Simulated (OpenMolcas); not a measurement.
# 3d3 ions of rising charge with 4 chloride ligands in tetrahedral coordination

```yaml
Program: OpenMolcas 26.06
Method: CASSCF
Spin-orbit_coupling: state interaction with AMFI integrals over the reference wave functions
```

The d shell is active. Anionic complexes are neutralised by point charges behind the ligands. Distances were set from a Shannon-type radius of the metal (high-spin where two are listed) plus a fixed donor radius (Cl 1.76 Å). Ligand basis ANO-RCC-VDZP, DKH2 Hamiltonian. States (labels of Td). Energies in cm-1 above the lowest state or level, χT in cm3 K/mol; under a threefold ground state the first gap can be a small split of the lowest multiplet, not the spin-orbit step; 10Dq and B are least-squares fits to the states below 45000 cm-1, weighted by degeneracy, with a free offset, and given where the rms deviation is under 5 % of |10Dq| (or 100 cm-1) and under 700 cm-1; 10Dq is negative for this site. Spin-only χT is S(S+1) / 2 for the spin of the ground state.

| Ion | Shell | R (Å) | Metal basis | Outer charge (e at Å behind ligand) | Ground state | First state of that spin | 10Dq | B (rms of fit) | First gap with spin-orbit (degeneracies) | χT at 300 K | First state of another spin | Spin-only χT |
| --- | --- | --- | --- | --- | --- | --- | --- | --- | --- | --- | --- | --- |
| V2+ | 3d3 | 2.42 | ANO-RCC-VDZP | 0.5 at 2.8 | 4T1 | 4T2 2467 | -2849 | 873 (137) | 19.0 (4, 2) | 1.676 | 2E 13012 | 1.875 |
| Cr3+ | 3d3 | 2.25 | ANO-RCC-VTZP | 0.25 at 3.2 | 4T1 | 4T2 4776 |  |  | 24.2 (4, 2) | 1.472 | 2E 13350 | 1.875 |
| Mn4+ | 3d3 | 2.15 | ANO-RCC-VTZP |  | 4T1 | 4T2 8732 |  |  | 25.5 (4, 2) | 1.523 | 2E 11855 | 1.875 |

The rows also differ in their metal basis and outer charges, so part of each step comes from that.

χT departs most from the spin-only value for Cr3+, by -0.403 cm3 K/mol.

An orbital triplet at a regular site is open to Jahn-Teller coupling, which can distort the site and quench the lowest spin-orbit gaps and is left out. Without dynamic correlation the repulsion within the d shell is too large (B by tens of per cent), so at a given field states of lower spin stand too high. Ligand-to-metal charge-transfer states are missing. With no ligand orbital active B as a rule stays too high, so bands that hang on it stand too high and its fall with covalency is understated. With metal d orbitals alone and no dynamic correlation the field as a rule comes out too small, by tens of per cent, by up to half for chloride and softer ligands. The least metal-like active orbital is 76 % on the metal (Löwdin) and no ligand orbital is active, so the numbers are rough (holds for Mn4+). No measured value stands beside these numbers; the geometry was imposed, not optimised, and the real ion may take another.
